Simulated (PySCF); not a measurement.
# Structure from 2D NMR

Compound of formula C3H7NOSi3. Correlations simulated from computed shifts and the bond graph:

HSQC (one-bond C–H):
```tsv
δH	δC
12.36	245.5
0.94	-7.8
0.83	-7.8
```

COSY cross peaks (H two or three bonds apart, from the bond graph; peaks can be absent where the dihedral angle is near 90°):
```tsv
δH	δH
4.88	4.84
4.88	0.94
4.88	0.83
4.84	0.94
4.84	0.83
0.94	0.83
```

HMBC (two and three bonds, from the bond graph):
```tsv
δH	δC
12.36	123.2
4.88	245.5, 123.2, -7.8
4.84	245.5, 123.2, -7.8
```

Carbons without hydrogens: δ 123.2.

PySCF calculation with PBE0/pcSseg-1 with gauge-including orbitals and coordinates at the GFN2-xTB level; non-relativistic, averaged over atoms made equivalent by symmetry, fast rotation or ring inversion, a single conformation, no solvent.

Scale: TMS for $^{1}$H and $^{13}$C (reference shieldings calculated alike).

Exchangeable hydrogens are left out of these lists.

Task: Assemble the structure.

Result: SMILES N#C[Si]1(C=O)[SiH2]C[SiH2]1.

Numbering as in the mapped SMILES `[N:1]#[C:2][Si:3]1([CH:4]=[O:5])[SiH2:6][CH2:7][SiH2:8]1`. Each H is labelled by its parent atom.

- δC 245.5 is C4, a carbonyl carbon (δH 12.36).
- δC 123.2 is C2, a nitrile carbon.
- δC -7.8 is C7, an sp3 CH2 bonded to 2 Si (δH 0.83, 0.94).
- HMBC from δH 12.36 reaches the proton-free carbon C2.
- HMBC from δH 4.88 reaches the proton-free carbon C2.
- HMBC from δH 4.84 reaches the proton-free carbon C2.
- COSY links 4.88–4.84, 4.88–0.94, 4.88–0.83, 4.84–0.94, 4.84–0.83, 0.94–0.83.

The data come from this structure; uniqueness wasn't tested.

Shifts are as computed. Against solution values, carbons near 30 ppm lie about +3 ppm off and those near 130 ppm about +5 ppm. Of 1211 compounds with measured shifts, 218 miss one by over three times the rms of a fit or turn the order of signals round; such compounds aren't used in these exercises.
